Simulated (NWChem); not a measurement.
System: SrHOCl; SMILES [OH][Sr][Cl]

```xyz
4

Sr    -0.2416     0.4000     0.0000
Cl     0.2127    -2.2025     0.0003
O      0.5667     2.3782     0.0031
H      1.0293     3.2165    -0.0300
```
Atoms are numbered in this order, from 1.

All runs: NWChem. Structure relaxed at the PBE0/def2-SVP level. def2 effective core potentials on Sr; no spin-orbit coupling.

### Question
Order these runs by computing time, cheapest first, and give rough ratios: Hartree-Fock/def2-QZVP; Hartree-Fock/def2-TZVP; Hartree-Fock/def2-SVP.

### Answer
Hartree-Fock/def2-SVP (1), Hartree-Fock/def2-TZVP (3), Hartree-Fock/def2-QZVP (10). Ratios are rough, from one shared machine; the cheapest took about 3 core-seconds (a rough figure). What differs between the cheapest and the dearest: highest occupied level (eV) -10.40 → -10.62; orbital gap (eV) 10.34 → 10.42; dipole (D) 5.27 → 5.24.
